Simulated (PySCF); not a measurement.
A compound of formula C50H56B2Si has these computed shifts in ppm, with the number of atoms in brackets (GIAO KT3/pcSseg-1, gas phase, PySCF SCF with an in-house response code, fitting set def2-universal-JFIT, grid level 2, non-relativistic, on the GFN2-xTB geometry; 11B against isolated BF3·OEt2; 13C, 1H, 29Si against isolated TMS).

1H: 7.90 (2), 7.71 (2), 7.62 (2), 6.84 (8), 2.42 (12), 2.08 (24), 0.28 (6)
11B: 62.8 (2)
13C: 142.3 (2), 140.2 (2), 135.7 (8), 135.5 (2), 134.7 (4), 133.5 (2), 133.5 (4), 131.5 (2), 121.6 (8), 115.1 (2), 28.2 (8), 24.3 (4), -2.2 (2)
29Si: -6.2 (1)

Q: Which structure gave them?

A: Cc1cc(C)c(B(c2ccc3c(c2)[Si](C)(C)c2cc(B(c4c(C)cc(C)cc4C)c4c(C)cc(C)cc4C)ccc2-3)c2c(C)cc(C)cc2C)c(C)c1. Other isomers were not compared.
